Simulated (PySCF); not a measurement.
Name the molecule from its bond curve

A diatomic of charge +1 contains Hg. Its doublet curve at PBE0 in a double-zeta basis (scalar-relativistic core potentials, PySCF), in eV from the separated fragments:

```csv
R (Å),E (eV)
2.269,-0.976
2.374,-1.224
2.480,-1.353
2.559,-1.396
2.638,-1.406
2.717,-1.393
2.823,-1.348
2.955,-1.267
3.113,-1.151
3.324,-0.988
```

The fit gives ωe = 209 cm⁻¹ and the rotational constant Bₑ = 0.09932 cm⁻¹.

Question: Which atom is the partner?

Answer: The minimum lies at 2.628 Å, so the reduced mass is 16.8576 u Å² cm⁻¹/(Bₑ·Re²) = 24.58 u. With Hg at 201.97 u the partner weighs about 28.0 u: Si. The molecule is SiHg⁺.

Spin–orbit coupling is left out. The state was picked by a PBE0 search and need not be the measured ground state.
